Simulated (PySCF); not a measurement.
**[IrO2]-, quintet: data card**

Computed with UB3LYP/[Ir def2-SVPD with ECP60, O def2-SVPD], scalar-relativistic core potentials, density fitting, no spin–orbit coupling, PySCF.

The structure is a minimum.

```xyz
3
charge -1 multiplicity 5, angstrom
Ir   -0.0542    0.0000    0.0000
O     0.3272    0.0000    1.8233
O     0.3272    0.0000   -1.8233
```

- Point group: C2v
- Bond lengths: Ir–O 1.863 Å (×2)
- Bond angles: O–Ir–O 156.4°
- Heat capacity Cp at 298.15 K: 48.0 J/(mol K)
- Dipole moment about the centre of mass: 2.13 D
- Enthalpy at 298.15 K above 0 K: 12.07 kJ/mol
- Entropy at 298.15 K and 1 bar (electronic part: spin only): 289.6 J/(mol K)
- Lowest empty level (β): 0.54 eV
- Rotational constants: 4.221, 0.1585, 0.1528 cm⁻¹
- Rotational symmetry number: 2
- Highest occupied level (α): -0.28 eV
- Principal quadrupole moments (Buckingham, traceless) about the centre of mass: -22.95, 10.39, 12.57 D Å
- Principal polarisabilities: 44.9, 48.6, 100.1 bohr³
- Zero-point energy: 9.5 kJ/mol
- Spin squared ⟨S²⟩: 6.029

Harmonic modes (masses in u: Ir 192.963, O 15.995):
```tsv
symmetry	ω (cm⁻¹)	IR (km/mol)	μ (u)
a1	179	13.7	18.22
b2	651	239	18.29
a1	754	7.1	16.13
```

In C2v the vibrations span 2a1 + b2. Here b1 is antisymmetric to the molecular plane and b2 lies in it.

Charges (e); Mulliken and Löwdin values are unreliable with diffuse functions:
| atom | Mulliken | Löwdin | polar tensor | spin (Mulliken) | Mayer order to Ir1 |
| --- | --- | --- | --- | --- | --- |
| Ir1 | 0.74 | 0.66 | 0.63 | 2.78 | – |
| O2,3 | -0.87 | -0.83 | -0.81 | 0.61 | 1.18 |

Mulliken populations on Ir1 (electrons outside its core potential): s 2.90, p 6.16, d 7.15, f 0.05.

Outer orbital energies (eV). α occupied: -4.15, -3.70, -3.37, -2.78, -2.78, -2.27, -0.54, -0.28; empty: 4.48, 4.60, 5.01, 5.27. β occupied: -16.90, -5.13, -3.77, -3.75, -2.39, -2.01, -1.77, -1.24; empty: 0.54, 1.24, 3.07, 3.54.

Formally Ir is in oxidation state +3, d6, with 4 unpaired electrons (the high-spin count). The Mulliken spin on Ir is 2.78. The polar-tensor charge on Ir, 0.63, is far below the formal one.

Only a few start shapes were tried, so a lower isomer may exist. With open d or f shells other occupations or spin states may lie lower. The lowest empty level of this anion is unbound, so it and the gap depend on the basis. At this level a singlet minimum of D∞h symmetry lies 274 kJ/mol below this structure. No spin–orbit coupling is included, which matters more the heavier the element.

The final relaxation and frequency run took roughly 60 core-seconds on a shared host.
